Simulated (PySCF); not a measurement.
Point-charge models of `FC1C=C[C@@H](F)C=1` against its computed dipole.

Coordinates (GFN2-xTB, Å) and charges (e) from the PBE0/pcSseg-1 density (PySCF):

```
atom       x       y       z  Mulliken      IAO  Hirshfeld  ESP-fitted
  F1   2.519   0.495  -0.439   -0.2588  -0.2512    -0.0764     -0.1793
  C2   1.231   0.230  -0.222   +0.2963  +0.2957    +0.0883     +0.3685
  C3   0.693  -0.971   0.007   -0.2018  -0.2510    -0.0944     -0.4970
  C4  -0.773  -0.760   0.264   +0.2492  +0.1768    +0.0633     +0.5159
  F5  -1.596  -1.561  -0.485   -0.3179  -0.3103    -0.1166     -0.2656
  C6  -0.966   0.714   0.021   -0.1308  -0.1603    -0.0464     -0.3273
  C7   0.220   1.279  -0.213   -0.1117  -0.1759    -0.0513     -0.2075
  H8   1.173  -1.928   0.041   +0.1158  +0.1738    +0.0581     +0.2105
  H9  -1.005  -0.992   1.317   +0.1391  +0.1616    +0.0511     +0.0144
 H10  -1.930   1.183   0.069   +0.1096  +0.1685    +0.0605     +0.1843
 H11   0.440   2.316  -0.387   +0.1110  +0.1724    +0.0636     +0.1831
```

Form Σ q r in debye for every column and set it beside the full dipole.

The full density gives (-0.43, 1.07, 1.19) D, 1.65 D in size; dipole vectors point from the negative to the positive end.

| scheme | μx | μy | μz | size (D) | share of the full size (%) | angle to the full dipole (°) |
| --- | --- | --- | --- | --- | --- | --- |
| Mulliken | -0.85 | 1.11 | 2.11 | 2.54 | 153 | 14 |
| IAO | -0.85 | 1.45 | 2.11 | 2.69 | 163 | 8 |
| Hirshfeld | -0.24 | 0.79 | 0.70 | 1.09 | 66 | 7 |
| ESP-fitted | -0.43 | 1.07 | 1.27 | 1.72 | 104 | 2 |

Which set comes closest?

Length of the difference vector: ESP-fitted 0.09 D, Hirshfeld 0.59 D, Mulliken 1.02 D, IAO 1.08 D. Closest: ESP-fitted. The schemes that divide the density aren't constrained to reproduce the dipole.

What is left for the Hirshfeld atoms' own dipoles?

The shares of the density sum to the whole, so what Σ q r misses lies in dipoles about the nuclei. The atomic dipoles sum to (-0.43, 1.07, 1.19) − (-0.24, 0.79, 0.70) = (-0.19, 0.28, 0.49) D, 0.59 D in size.

With the origin at the mean of the coordinates, (0.000, 0.000, -0.002) Å, which are the largest single terms, by size, of the ESP-fitted dipole along the direction of the full one?

C3 +1.91, H8 -1.53, F5 +1.20, H10 +1.16, C6 -1.14 D; all 11 atoms together +1.72 D. The single terms depend on the origin, their sum doesn't.

Give the size of the full dipole in other units.

1.65 D = 0.650 au = 0.344 e·Å = 5.51 × 10⁻³⁰ C·m.

Isolated species at its GFN2-xTB geometry, gas phase.
